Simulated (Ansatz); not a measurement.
Si₉⁻ (the lowest doublet isomer of a short search), 9 atoms. Hardware: 4 threads of Arm Neoverse V1 on a shared host.

Correlated methods freeze 45 core orbitals.

(1) How many basis functions does each of these Ansatz runs have, and roughly what does it cost? MP2/def2-SVPD, charge -1 doublet, energy, from earlier orbitals; r2SCAN-D4/def2-TZVPD, charge -1 doublet, energy, from earlier orbitals; PBE0-D4/def2-TZVPD, charge -1 doublet, energy and forces, from earlier orbitals; PBE0-D4/def2-SVPD, charge -1 doublet, energy, from earlier orbitals; B3LYP-D4/6-31G, charge -1 doublet, energy; PBE-D4/def2-SVP, charge -1 doublet, relaxation, 36 steps; PBE0-D4/def2-TZVPD, charge 0 singlet at the geometry of the charge -1 doublet, energy; LC-ωPBE/def2-TZVPD, charge -1 doublet, energy, from earlier orbitals; PBE-D4/def2-SVPD, charge -1 doublet, energy, from earlier orbitals; PBE-D4/def2-TZVPD, charge 0 triplet at the geometry of the charge -1 doublet, energy, from earlier orbitals; HF/6-31G, charge -1 doublet, energy; PBE0-D4/def2-TZVPD, charge 0 triplet at the geometry of the charge -1 doublet, energy.

Results:

(1) Other jobs shared the machine, so times can vary by a factor of up to 3. A dash marks memory too small to be measured apart from the calling script's.

```csv
run,functions,fitting or Cholesky vectors,wall time,peak host memory (GiB)
"B3LYP-D4/6-31G, charge -1 doublet, energy",117,1260,7.5 s,–
"HF/6-31G, charge -1 doublet, energy",117,1260,7.5 s,–
"PBE-D4/def2-SVPD, charge -1 doublet, energy, from earlier orbitals",216,2052,12 s,–
"MP2/def2-SVPD, charge -1 doublet, energy, from earlier orbitals",216,2070,21 s,1.2
"PBE0-D4/def2-SVPD, charge -1 doublet, energy, from earlier orbitals",216,2070,23 s,1.3
"PBE0-D4/def2-TZVPD, charge 0 singlet at the geometry of the charge -1 doublet, energy",387,2664,33 s,2.4
"PBE-D4/def2-TZVPD, charge 0 triplet at the geometry of the charge -1 doublet, energy, from earlier orbitals",387,2475,61 s,2.9
"r2SCAN-D4/def2-TZVPD, charge -1 doublet, energy, from earlier orbitals",387,2475,65 s,1.6
"PBE0-D4/def2-TZVPD, charge 0 triplet at the geometry of the charge -1 doublet, energy",387,2354,67 s,2.8
"PBE0-D4/def2-TZVPD, charge -1 doublet, energy and forces, from earlier orbitals",387,2354,70 s,2.7
"LC-ωPBE/def2-TZVPD, charge -1 doublet, energy, from earlier orbitals",387,2475,93 s,3.2
"PBE-D4/def2-SVP, charge -1 doublet, relaxation, 36 steps",162,1764,3.1 min,–
```
